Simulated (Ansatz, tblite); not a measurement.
Removing and adding an electron: the cluster Si2Ge3. The state is a singlet with charge 0. Geometry: PBE-D4/def2-SVP. Ansatz, gas phase; energy differences of separate SCF runs; the oxidised species was run as a doublet alone; the reduced species was run as a doublet alone.

```xyz
5

Si   -0.060   -1.327   -0.014
Si    0.144    1.087    0.752
Ge    1.004    0.998   -1.463
Ge   -1.307   -0.016   -1.561
Ge    0.220   -0.743    2.286
```

The xTB rows come from tblite. Correlated methods freeze 37 core orbitals; core or outer-core shells of Ge are correlated, in sets that lack core-valence functions. The rows differ in basis, and correlated rows in double-zeta sets carry the largest basis error. In CCSD on the charge 1 doublet the largest single amplitude is 0.15, so its Hartree–Fock determinant may place the open shell otherwise than the density functionals do. The structure comes from a short search, and lower isomers may exist.

| level | −HOMO (eV) | vertical IE (eV) | −LUMO (eV) | vertical EA (eV) | HOMO–LUMO gap (eV) | IE − EA (eV) | remarks |
| --- | --- | --- | --- | --- | --- | --- | --- |
| GFN1-xTB | 9.44 | 11.33 | 8.74 | – | 0.70 | – | – |
| GFN2-xTB | 6.79 | 9.68 | 5.81 | 2.90 | 0.97 | 6.78 | – |
| PBE-D4/def2-TZVP | 5.10 | 7.39 | 3.79 | – | 1.31 | – | – |
| PBE-D4/def2-TZVPD | 5.12 | – | 3.81 | 1.73 | 1.31 | – | HOMO above zero (-1 doublet) |
| r2SCAN-D4/def2-TZVP | 5.33 | 7.47 | 3.85 | – | 1.48 | – | – |
| r2SCAN-D4/def2-TZVPD | 5.33 | – | 3.85 | 1.90 | 1.48 | – | HOMO above zero (-1 doublet) |
| PBE0-D4/def2-TZVP | 5.89 | 7.43 | 3.21 | – | 2.68 | – | – |
| PBE0-D4/def2-TZVPD | 5.90 | – | 3.23 | 1.82 | 2.67 | – | – |
| CCSD/def2-SVP | – | 7.36 | – | – | – | – | large T1 (0.022) (singlet), restricted SCF unstable (singlet), spin-contaminated (⟨S²⟩ 1.10) (+1 doublet) |
| CCSD(T)/def2-SVP | – | 7.42 | – | – | – | – | large T1 (0.022) (singlet), restricted SCF unstable (singlet), spin-contaminated (⟨S²⟩ 1.10) (+1 doublet) |

Run but left out: HF/def2-SVP (singlet: restricted singlet, unstable towards broken spin symmetry); MP2/def2-SVP (charge +1 doublet: ⟨S²⟩ 1.10, where a pure state has 0.75).   A HOMO above zero means that the electron is unbound at that level or that self-interaction error raises the level; the energy of removing that electron tells which. Raw xTB energy differences between charge states are shifted by several eV; the methods need an empirical correction for them.
